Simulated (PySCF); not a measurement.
Gas-phase reaction: SnHF₃ + 4 H ⇌ SnH₃F + 2 HF

Computed with PySCF (xtb for GFN2) and rigid-rotor harmonic-oscillator thermochemistry at 1 bar. † marks an energy on the PBE0/def2-TZVP geometry and frequencies; other levels use their own. MP2 and CCSD(T) freeze the core. Open shells (unrestricted): H (multiplicity 2); the rest are closed-shell singlets. GFN2 has no spin-polarisation term. B3LYP is the form with VWN-RPA correlation. Sn: scalar-relativistic def2 core potential, no spin-orbit coupling. SnHF₃, SnH₃F: computed as isolated molecules; such fragments, hydroxides, amides, oligomers or adducts are transient or little studied in the gas. MP2 isn't extrapolated to the basis-set limit; its ΔH°(298 K) is -682.7 kJ in def2-SVP and -738.1 kJ in def2-TZVPP. CCSD(T) isn't extrapolated to the basis-set limit; its ΔH°(298 K) is -742.2 kJ in def2-SVP and -786.4 kJ in def2-TZVPP. The harmonic model lacks anharmonicity and excited electronic states, which grow with temperature; levels with a mode under 35 cm⁻¹ are left out.

```tsv
level	ΔE electronic, kJ	ΔH°(298 K), kJ	ΔS°(298 K), J/K	ΔG°(1800 K), kJ
B3LYP/def2-TZVP†	-837	-775	-159	-421
BLYP/def2-TZVP†	-815	-752	-159	-399
CCSD(T)/def2-TZVPP†	-848	-786	-159	-433
GFN2-xTB	-976	-919	-178	-529
M06-2X/def2-TZVP†	-795	-733	-159	-379
MP2/def2-TZVPP†	-800	-738	-159	-384
PBE/def2-SVP	-769	-710	-161	-354
PBE/def2-TZVP†	-791	-729	-159	-375
PBE0/def2-SVP†	-805	-743	-159	-389
PBE0/def2-TZVP	-806	-744	-159	-390
ωB97M-V/def2-TZVP†	-825	-763	-159	-409
```
ΔH° is lowest at GFN2-xTB and highest at PBE/def2-SVP. No reference value is set beside these.
